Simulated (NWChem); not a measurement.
# SnH₃ cation; SMILES [SnH3+]

Computed with NWChem. Structure relaxed at the PBE-D3(BJ)/def2-SVP level. def2 effective core potentials on Sn; no spin-orbit coupling. Vertical excitations in the gas phase; the lowest state need not have the same character in each row.

| level | lowest excitation, singlet (eV) | oscillator strength of that lowest state | lowest state with f > 0.02, singlet (eV) | oscillator strength of that bright state | orbital gap (eV) |
|---|---|---|---|---|---|
| PBE/def2-SVP, full TDDFT | ? | 0.000 | ? | 0.105 | ? |
| B3LYP/def2-SVP, full TDDFT | 4.90 | 0.000 | 8.59 | 0.146 | 6.09 |
| BHandHLYP/def2-SVP, full TDDFT | 5.27 | 0.000 | 9.24 | 0.227 | 8.57 |
| LDA (Slater exchange, VWN5)/def2-SVP, full TDDFT | 4.53 | 0.000 | 8.16 | 0.106 | 4.27 |

**Question.** Fill in the missing entries.

**Answer.** 
- PBE/def2-SVP, full TDDFT, lowest excitation, singlet (eV): 4.71
- PBE/def2-SVP, full TDDFT, lowest state with f > 0.02, singlet (eV): 8.22
- PBE/def2-SVP, full TDDFT, orbital gap (eV): 4.51
